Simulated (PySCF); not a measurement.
C2H9FSi3, SMILES F[C@H]1C[SiH2][Si@@H]1[SiH3].

Geometry optimised at B3LYP-D3(BJ)/def2-SVP. The structure was generated by enumeration; whether it is a known compound was not checked.

Computed with PBE0/def2-TZVP (PySCF).

| Quantity | Value |
|---|---|
| total energy | -1049.45856 hartree |
| highest occupied level | -7.51 eV |
| lowest empty level | -0.63 eV |
| orbital gap | 6.88 eV |
| dipole moment | 0.311 e·Å |
| quadrupole, principal values (traceless, Buckingham form, about the centre of nuclear charge) | -7.40, 3.08, 4.32 D·Å |
| mean static polarisability | 112.1 bohr³ (16.61 Å³) |
| polarisability, principal values | 92.7, 104.7, 138.8 bohr³ |
